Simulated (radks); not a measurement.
Results of a calculation; reference values are marked as such.
The bismuth ion Bi+, configuration [Hg] 6p1 6f1 (not the ground configuration). Code: a radial shooting solver on a logarithmic mesh with Libxc functionals. Model: scalar-relativistic Kohn-Sham, r2SCAN, spin-polarised, spherical densities, finite nucleus; open shells are filled with parallel spins first (spin-orbit coupling, left out, can overturn this in heavy ions); meta-GGA in the generalised Kohn-Sham scheme; Fermi nuclear charge, rms radius 5.5211 fm.

Radial electron density D(r) = 4 pi r^2 rho(r):

```
   r/bohr * D(r) (the largest magnitude, 155, reaches the edge; | marks zero)
0.0008583 |   *
  0.00123 |     *
 0.001749 |         *
 0.002507 |               *
 0.003565 |                      *
  0.00511 |                              *
 0.007266 |                                      *
  0.01041 |                                        *
  0.01481 |                                      *
  0.02123 |                                    *
  0.03018 |                                          *
  0.04326 |                                                      *
  0.06151 |                                                   *
  0.08816 |                                           *
   0.1254 |                                                   *
   0.1797 |                                         *
   0.2555 |                             *
   0.3662 |                                  *
   0.5207 |                  *
   0.7463 |         *
    1.061 |      *
    1.509 |  *
    2.163 |*
    3.075 *
    4.408 *
    6.268 *
    8.984 *
    12.77 *
    18.31 *
    26.03 *
```

D(r) has 5 maxima, at r = 0.0103, 0.0488, 0.136, 0.346, 15.1 bohr, and minima at 0.0202, 0.0868, 0.245 bohr, inside which lie 1.87, 10.96, 30.02 electrons.
